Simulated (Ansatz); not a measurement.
**Which level was it?**

C2Cl2N2Si has 7 atoms, charge 0, and is taken as a singlet. As SMILES, `N#C[Si](Cl)(Cl)C#N`. The shape is that of a GFN2-xTB optimisation.

```tsv
atom	x (Å)	y (Å)	z (Å)
Si	-0.4536	0.0074	-0.3190
C	-0.3488	-0.0096	1.5502
N	-0.2867	-0.0192	2.6920
C	1.3415	-0.0101	-0.8506
N	2.4365	-0.0171	-1.1795
Cl	-1.3226	1.7060	-0.9326
Cl	-1.3664	-1.6575	-0.9607
```

A calculation with Ansatz 0.2.0 gave:

```yaml
total_energy: -1395.1115 Eh
dipole_moment: 3.18 D
HOMO_energy: -10.57 eV
LUMO_energy: -2.26 eV
HOMO–LUMO_gap: 8.31 eV
largest_force: 2.171 eV/Å
```

Problem. Which of these levels gave the numbers?
A. B3LYP/6-31G* (spherical functions)
B. PBE0/6-311+G**
C. HF/STO-3G
D. B3LYP/6-31G* (Cartesian functions)

Solution. B. The others give -1395.6561 Eh (B3LYP/6-31G* (spherical functions)), -1395.6696 Eh (B3LYP/6-31G* (Cartesian functions)), -1377.1397 Eh (HF/STO-3G).
